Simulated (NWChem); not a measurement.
System: BeSiH4Se; SMILES [SiH3][Be][SeH]

```xyz
7

Be    -0.0175    -0.5843     0.0057
Se    -0.0332     1.4578     0.0000
H      1.4416     1.4580    -0.0005
Si    -0.0146    -2.7651     0.0001
H     -1.1915    -3.3200    -0.7464
H     -0.0618    -3.3413     1.3836
H      1.2161    -3.3136    -0.6599
```
Atoms are numbered in this order, from 1.

Results from NWChem. Medium grid unless said otherwise, to which SCAN and Minnesota functionals are sensitive. Coordinates come from a PBE0/def2-SVP optimisation. Hybrids' shares of exact exchange are those that their runs print; pure functionals count as 0. The functionals differ in more than this share.

```csv
row,share of exact exchange,orbital gap (eV)
PBE/def2-TZVP,0.00,3.98
MN15-L/def2-TZVP,0.00,4.51
TPSSh/def2-TZVP,0.10,withheld
B3LYP/def2-TZVP,0.20,5.46
B3PW91/def2-TZVP,0.20,5.54
Hartree-Fock/def2-TZVP,1.00,11.20
```

**Question.** Fit a straight line of the last column on the one before it, predict the withheld value, and compare with the run.

**Answer.** 
1. Means of the 5 shown rows: x = 0.280, y = 6.138. Slope Σ(x − x̄)(y − ȳ)/Σ(x − x̄)² = 4.807/0.6880 = 6.987; intercept 4.182.
2. The shown rows scatter about the line by 0.182 (root mean square); the largest residual is +0.33, at MN15-L/def2-TZVP.
3. At x = 0.10 (TPSSh/def2-TZVP; inside the shown range) the line gives 4.88.
4. The run gives 4.97, +0.09 from the line, 0.5 times the scatter.
